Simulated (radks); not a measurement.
Values are calculated unless marked as measured or tabulated.
Task: These are the eigenvalues of the occupied orbitals of an atom or ion with whole-number occupations (Ry). Code: a radial shooting solver on a logarithmic mesh with Libxc functionals. Model: Dirac Kohn-Sham, PBEsol, spin-unpolarised, spherical densities, finite nucleus; Fermi nuclear charge, rms radius of each element as measured or else 0.836 A^(1/3) + 0.57 fm.

| orbital | eigenvalue |
|---|---|
| 1s1/2 | -1691.349 |
| 2s1/2 | -245.1655 |
| 2p1/2 | -227.0359 |
| 2p3/2 | -216.4163 |
| 3s1/2 | -43.79361 |
| 3p1/2 | -36.69708 |
| 3p3/2 | -34.86986 |
| 3d3/2 | -22.29241 |
| 3d5/2 | -21.93190 |
| 4s1/2 | -6.05496 |
| 4p1/2 | -3.89896 |
| 4p3/2 | -3.61114 |
| 4d3/2 | -0.45512 |
| 4d5/2 | -0.42627 |
| 5s1/2 | -0.31797 |

Which element is it, and in what charge state? The configuration may be excited. Open shells, if any, are shared by 2j + 1.

Result: Z = 45, rhodium, charge 0: Rh in [Kr] 4d8 5s1. The list shows which subshells hold electrons but not how many an open one holds; the 1s level, -845.67 hartree, gives Z - s = 41.1 by -(Z - s)^2/2, which with screening and relativity narrows Z to a few neighbours, and the depths of the outer levels then fix element, charge and occupations together.
